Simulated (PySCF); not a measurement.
Rows and methods have been separated. Pair them.

BClGeH4O2.
SMILES with atom numbers: `[OH:1][B:2]([OH:3])[GeH2:4][Cl:5]` (hydrogens: H6 on O1; H7 on O3; H8, H9 on Ge4)

Structure used (PBE0-D3(BJ)/def2-SVP), in Å, numbered top down from 1:
```
atom  x, y, z in Å
O1     1.2568    0.7840    1.1578
B2     1.9381    0.4051    0.0497
O3     1.5076   -0.4929   -0.8712
Ge4    3.8001    1.2621   -0.2818
Cl5    5.1238    0.6262    1.3356
H6     0.4044    0.3518    1.2912
H7     0.6459   -0.8902   -0.6973
H8     4.4826    0.7903   -1.5782
H9     3.8053    2.8022   -0.2404
```

The closed-shell ground state was solved 3 times with PySCF (density fitting, gas phase), always in the def2-SVPD basis (163 functions), with these functionals: HF, LDA and PBE0. Relativistic effects, spin–orbit coupling among them, are left out although an element past zinc is present.

```json
{"row": "P", "total energy (Eh)": "-2713.9274", "HOMO (eV)": "-8.06", "LUMO (eV)": "-0.94", "dipole (D)": "4.92"}
{"row": "Q", "total energy (Eh)": "-2708.5426", "HOMO (eV)": "-6.84", "LUMO (eV)": "-2.04", "dipole (D)": "4.87"}
{"row": "R", "total energy (Eh)": "-2711.2313", "HOMO (eV)": "-11.09", "LUMO (eV)": "1.18", "dipole (D)": "5.14"}
```

Problem. Which functional belongs to which row?

Solution. P = PBE0, Q = LDA, R = HF. By rising HOMO–LUMO gap: LDA (LDA) 4.80 eV; PBE0 (global hybrid, 25 % exact exchange) 7.12 eV; HF (all exact exchange) 12.27 eV. Total energies of different functionals aren't bounds to one another; each is stationary for its own functional.

One conformer stands for the species.
